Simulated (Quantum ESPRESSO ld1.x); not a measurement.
Problem. These are the eigenvalues of the occupied orbitals of an atom or ion with whole-number occupations (hartree). Method: non-relativistic Kohn-Sham, LDA (Slater exchange, Perdew-Zunger correlation), spin-polarised, spherical densities, point nucleus; computed with ld1.x of Quantum ESPRESSO 7.5.

orbital  eigenvalue
1s up      -521.989
1s down    -521.984
2s up      -78.3680
2s down    -78.1451
2p up      -72.1027
2p down    -71.9346
3s up      -20.1253
3s down    -19.8465
3p up      -17.8991
3p down    -17.6163
3d up      -13.9819
3d down    -13.6675

Which element is it, and in what charge state? The configuration may be excited. Open shells, if any, are filled with parallel spins first.

Solution. Z = 36, krypton, charge +12: Kr12+ in [Ar] 3d6. The list shows which subshells hold electrons but not how many an open one holds; the 1s level, -521.99 hartree, gives Z - s = 32.3 by -(Z - s)^2/2, which with screening narrows Z to a few neighbours, and the depths of the outer levels then fix element, charge and occupations together.
